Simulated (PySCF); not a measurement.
Si+ (silicon, charge +1) across methods

[Ne] 3s2 3d1, 2D determinant (an excited configuration). Calculation: PySCF 2.14, in aug-cc-pCVQZ-DK; scalar relativity by spin-free X2C-1e.

| method | E (hartree) | mean ε 3s α (eV) | mean ε 3s β (eV) | mean ε 3d α (eV) | Σ⟨r²⟩ (bohr²) | ⟨S²⟩ |
| --- | --- | --- | --- | --- | --- | --- |
| UHF | -288.85095 | -25.325 | -24.952 | -6.893 | 33.22 | 0.751 |
| PBE | -289.2445 | -21.164 | -20.734 | -5.692 | 28.80 | 0.751 |
| LDA | -288.2172 | -21.383 | -20.926 | -5.509 | 29.19 | 0.750 |
| M06 | -289.3781 | -22.488 | -22.001 | -5.949 | 29.88 | 0.751 |
| TPSS | -289.3989 | -21.187 | -20.717 | -5.684 | 28.46 | 0.752 |
| PBE0 | -289.2560 | -22.372 | -21.975 | -6.134 | 29.38 | 0.751 |
| r2SCAN0 | -289.3325 | -22.407 | -22.164 | -6.106 | 29.38 | 0.751 |

(1) Estimate the same row for r2SCAN.

The outer electron is Rydberg-like, and this basis confines it to a smaller radius and binds it less than a complete one would.

Results:

(1) E (hartree) = -289.3415; mean ε 3s α (eV) = -21.241; mean ε 3s β (eV) = -20.997; mean ε 3d α (eV) = -5.685; Σ⟨r²⟩ (bohr²) = 28.75; ⟨S²⟩ = 0.752.
